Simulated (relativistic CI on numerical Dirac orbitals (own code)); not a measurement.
Calculated at this level of theory: Dirac-Coulomb-Breit CI, orbitals from a KLI potential per configuration, QED by a radiative potential, unscaled Slater integrals (own radial code, finite nucleus).

Configurations in the expansion (outside the closed core 1s2): 2s2, 2s 2p, 2p2, 2p 3s, 2p 3p, 2s 3s, 2s 3p, 2s 3d, 2s 4s, 2s 4p, 2s 4d, 2s 4f, 2s 5s, 2s 5p, 3s2, 2s 5d, 2s 5f, 2s 5g, 3s 3p, 3p2. Levels of other configurations are missing.

At this charge energies of transitions that change n are usually good to better than 1 %, and those within a shell (Δn = 0) to a few per cent.

Outline of the computed level scheme of Ni XXV. Lowest level of each configuration: 2s2 1S_0 at 0.00 eV; 2s 2p 3P°_0 at 47.09 eV; 2p2 3P_0 at 130.58 eV; 2s 3s 3S_1 at 1298.35 eV; 2s 3p 3P°_0 at 1321.59 eV; 2s 3d 3D_1 at 1338.95 eV; 2p 3s 3P°_0 at 1358.03 eV; 2p 3p 3D_1 at 1372.78 eV; 2s 4s 3S_1 at 1743.80 eV.

Some strong electric-dipole decays among the lowest 36 levels: 2s 3d 3D_3 → 2s 2p 3P°_2 (3.1e+13 s⁻¹); 2s 3d 3D_2 → 2s 2p 3P°_1 (2.4e+13 s⁻¹); 2s 3d 1D_2 → 2s 2p 1P°_1 (2.3e+13 s⁻¹); 2s 3d 3D_1 → 2s 2p 3P°_0 (1.8e+13 s⁻¹); 2s 3d 3D_1 → 2s 2p 3P°_1 (1.3e+13 s⁻¹); 2s 3p 1P°_1 → 2s2 1S_0 (1.1e+13 s⁻¹); 2p 3p 1S_0 → 2s 2p 1P°_1 (1.0e+13 s⁻¹); 2p 3p 3P_0 → 2s 2p 3P°_1 (9.5e+12 s⁻¹).

LS names give the leading component of a level, which can be under half, so a name can repeat, a term be missing and a line seem to break the LS rules.
